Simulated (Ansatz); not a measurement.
Consider the ligand exchange at the Si–O bond: `[F][Sc]([F])[O][SiH3]` + `[OH][In]([F])[F]` → `[F][In]([F])[O][SiH3]` + `[OH][Sc]([F])[F]`.

Computed with Ansatz on PBE0-D4/def2-TZVP structures; ΔE is electronic, products minus reactants. CBS: MP2 limit from def2 TZ/QZ plus the TZ coupled-cluster correction, frozen cores. Elements past krypton have def2 core potentials. For In, Sc outer-core shells are correlated without core-valence functions, which leaves a few kJ/mol of doubt a bond. Scalar relativity is left out up to krypton. One conformer a species, not always the lowest.

| level | ΔE (kJ/mol) |
| --- | --- |
| CCSD(T)/def2-SVP | 13.0 |
| MP2/def2-TZVPP | 11.9 |

Q: What does CCSD(T)/CBS give? (Best estimate.)

A: Ansatz gave: +14.1 kJ/mol. The listed levels differ from it by -1.1, -2.2 kJ/mol.

Largest T1 diagnostic among the species: 0.018.

From BLYP to BHLYP (50 % exact exchange), in def2-TZVPP and without D4, ΔE moves by −6.2 kJ/mol. Leaving LDA and LC-ωPBE aside and taking each functional with its dispersion term where it has one, the values, not all of them listed here, spread over 8.6 kJ/mol, from BHLYP-D4 to revPBE-D4.
